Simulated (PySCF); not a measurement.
PBEsol on Cl⁻ (chlorine, charge -1), [Ar], closed-shell 1S. Calculation: PySCF 2.14, in def2-TZVPPD (6s6p4d1f, 51 functions); the non-relativistic Hamiltonian (point nucleus).

```
cycle= 1 E= -459.404763890019  delta_E= -0.0104  |g|= 0.0227  |ddm|= 0.151
cycle= 2 E= -459.404665150254  delta_E= 9.87e-05  |g|= 0.0209  |ddm|= 0.03
cycle= 3 E= -459.404819995125  delta_E= -0.000155  |g|= 0.00794  |ddm|= 0.0248
cycle= 4 E= -459.404855232614  delta_E= -3.52e-05  |g|= 0.00044  |ddm|= 0.00801
cycle= 5 E= -459.404855372682  delta_E= -1.4e-07  |g|= 7.82e-06  |ddm|= 0.000504
cycle= 6 E= -459.404855372716  delta_E= -3.41e-11  |g|= 9.64e-08  |ddm|= 7.51e-06
converged SCF energy = -459.404855372716  <S^2> = -1.4210855e-14  2S+1 = 1
```

Highest occupied orbital energy: 0.253 eV; ⟨L²⟩ = 0.00; populations by l: s 6.00, p 12.00, d 0.00, f 0.00.

Question: Can this result be used?

Answer: With care. The calculation finished and met its thresholds. At PBEsol the highest occupied level has a positive energy, so only the finite basis holds that electron; in a semilocal or global hybrid functional this comes from self-interaction and does not mean that the real anion is unbound.
